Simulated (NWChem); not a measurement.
# Total energies of ITl

```xyz
2

Tl     0.0000     0.0000    -1.1460
I      0.0000     0.0000     1.7514
```
Charge 0, spin multiplicity 1.

Everything below was run with NWChem. All single points use one geometry, from B3LYP/def2-SVP with def2 effective core potentials on I, Tl, a minimum by its harmonic frequencies.

Basis set: def2-QZVP (164 functions).

```csv
method,total energy (Ha),relative cost
RHF,-468.26796,1
MP2,-469.37664,3
B2PLYP,-470.00059,7
PBE,-470.33792,under 3
B3LYP,-470.47500,under 3
PBE0,-470.32505,under 3
```

Total energies of different functionals aren't comparable as a measure of quality: only differences taken within one method are. The cost column gives rough processor time relative to RHF; each entry includes its own SCF.

Effective core potentials replace the inner electrons of I, Tl; spin-orbit coupling is left out. The correlated methods keep 8 core orbitals frozen. B3LYP has NWChem's definition, with VWN1-RPA local correlation. The structure started from a generated list of species.
